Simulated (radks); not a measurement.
Problem. Radial electron density D(r) = 4 pi r^2 rho(r) of an atom or ion with 52 electrons. Calculated with a radial shooting solver on a logarithmic mesh with Libxc functionals: non-relativistic Kohn-Sham, PBE, spin-polarised, spherical densities, point nucleus.

```
   r/bohr * D(r) (the largest magnitude, 93.4, reaches the edge; | marks zero)
 0.001023 |*
 0.001354 |*
 0.001792 | *
 0.002371 |   *
 0.003112 |     *
 0.004117 |         *
 0.005447 |              *
 0.007208 |                    *
 0.009461 |                            *
  0.01252 |                                   *
  0.01656 |                                        *
  0.02191 |                                        *
    0.029 |                                      *
  0.03806 |                                    *
  0.05036 |                                         *
  0.06663 |                                                  *
  0.08816 |                                                      *
   0.1157 |                                               *
   0.1531 |                                        *
   0.2026 |                                             *
    0.268 |                                           *
   0.3518 |                         *
   0.4655 |               *
   0.6159 |                  *
    0.815 |              *
     1.07 |      *
    1.415 |   *
    1.873 |  *
    2.478 |*
    3.252 *
    4.303 *
    5.694 *
```

What is the nuclear charge?

Solution. Z = 56. The innermost maximum, from 1s, lies near 1/Z = 0.0179 bohr (found: 0.0199), and its height grows with Z. The density is that of the barium ion Ba4+ in [Kr] 4d10 5s2 5p4; the configuration itself is not fixed sharply by these data, and Z only to a few units. D(r) has 4 maxima, at r = 0.0199, 0.0834, 0.228, 0.641 bohr, and minima at 0.0369, 0.153, 0.469 bohr, inside which lie 2.00, 11.33, 29.00 electrons.
